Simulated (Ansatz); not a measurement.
A structure relaxed at PBE0-D4/def2-TZVP, charge 0, multiplicity 1:

```xyz
10

Si   -0.8037    0.9979    0.8567
O    -0.3428    0.3773   -0.6411
Ga    0.9434   -1.3778   -0.6697
H    -1.6696    2.1727    0.5842
H     0.3852    1.4159    1.6326
H    -1.5495   -0.0826    1.5283
H    -0.1138    1.0038   -1.3319
H     0.0034   -2.3948   -1.4123
H     1.0219   -1.4222    0.9106
H     2.1255   -0.6902   -1.4573
```

**Question.** Give its formula and SMILES.

**Answer.** GaH7OSi, `[SiH3][OH+][GaH3-]`.

**Question.** Summarise the bond lengths by kind.

**Answer.** 1 × O–Si 1.686 Å; 3 × H–Si 1.475 to 1.485 Å; 1 × Ga–O 2.176 Å; 1 × H–O 0.960 Å; 3 × Ga–H 1.571 to 1.583 Å.

Program: Ansatz 0.2.0.
